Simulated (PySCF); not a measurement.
Excitations are Tamm–Dancoff values on a coarser integration grid. The basis has no diffuse functions, so Rydberg states are missing or too high.

Z-matrix (Å, degrees):
```
Al
C 1 1.9571
H 2 1.0931 1 113.78
H 2 1.0962 3 107.46 1 -123.38
H 2 1.0963 3 107.46 4 -113.24
C 1 1.9571 2 120.03 3 -0.22
H 6 1.0931 1 113.74 2 176.63
H 6 1.0959 7 107.59 1 123.78
H 6 1.0965 7 107.31 8 113.25
C 1 1.9571 2 119.99 3 179.86
H 10 1.0931 1 113.76 2 2.48
H 10 1.0961 11 107.55 1 -123.64
H 10 1.0964 11 107.36 12 -113.24
```
Charge 0, spin multiplicity 1.

**Question.** What brightest of the four lowest singlets (TDA), S1–T1 gap (TDA) and S1 excitation (TDA) does r2SCAN-D4/def2-TZVP in PySCF 2.14.0 give?

**Answer.** 
| Quantity | Result |
|---|---|
| brightest of the four lowest singlets (TDA) | 6.91 eV |
| S1–T1 gap (TDA) | 0.39 eV |
| S1 excitation (TDA) | 5.75 eV |
